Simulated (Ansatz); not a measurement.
Basis-set extrapolation for CH₇AlBFSi (PBE0-D4/def2-TZVP geometry, frozen core, the Gaussian-basis code of Ansatz). Multiplicity 1, RHF reference.

```csv
,def2-TZVPP,def2-QZVPP
HF,-697.040605,-697.064843
MP2 correlation,-0.753551,-0.810742
CCSD(T) correlation,-0.834267,not run
```

Energies in hartree. Use E(X) = E(∞) + A·exp(−7.88·√X) for Hartree–Fock and E(X) = E(∞) + B·X^(−2.97) for correlation, with X = 3 and 4, and add CCSD(T) minus MP2 of the smaller set to the MP2 limit.

What is the CCSD(T) energy at the basis-set limit?

HF limit: -697.064843 + (-0.024238) × 0.13774 = -697.06818. MP2 limit: -0.810742 + (-0.057191) × 0.74074 = -0.85311. Higher-order term: -0.834267 − (-0.753551) = -0.08072. Total: -698.00201 hartree, 333.8 kJ/mol below CCSD(T)/def2-TZVPP.
